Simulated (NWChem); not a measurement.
System: C4H4O2; SMILES O=C1CC(=O)C1

Here is an NWChem input.

```
start job
memory heap 200 mb stack 700 mb global 900 mb
geometry units angstroms noautosym nocenter noautoz
  O      0.000000     2.270059     0.000000
  C      0.000000     1.064577     0.000000
  C      1.121021     0.000000     0.000000
  C      0.000000    -1.064577     0.000000
  O      0.000000    -2.270059     0.000000
  C     -1.121021     0.000000     0.000000
  H      1.777923     0.000000     0.896884
  H      1.777923     0.000000    -0.896884
  H     -1.777923     0.000000    -0.896884
  H     -1.777923     0.000000     0.896884
end
basis spherical
  * library 6-31g*
end
dft
  xc hfexch
  iterations 150
  mulliken
end
task dft energy
esp
  recalculate
  probe 0.07
  range 0.3
  factor 1.0
  spacing 0.02
end
task esp
```

Geometry: optimised at PBE-D3(BJ)/def2-SVP.

Atomic charges in e: unrestrained fits to the electrostatic potential beside Mulliken populations; buried atoms are poorly determined by the fit.

Atoms are numbered as in the input.

Task: What results follow from this input? (Hartree-Fock/6-31G* (spherical d).) Quantities: ESP O1; Mulliken O1; ESP C2; Mulliken C2; ESP C3; Mulliken C3; ESP C4; Mulliken C4; ESP O5; Mulliken O5; relative RMS misfit of the potential (%).

Result: 
* **ESP O1**: -0.54
* **Mulliken O1**: -0.51
* **ESP C2**: 0.62
* **Mulliken C2**: 0.54
* **ESP C3**: -0.32
* **Mulliken C3**: -0.53
* **ESP C4**: 0.62
* **Mulliken C4**: 0.54
* **ESP O5**: -0.54
* **Mulliken O5**: -0.51
* **relative RMS misfit of the potential (%)**: 14
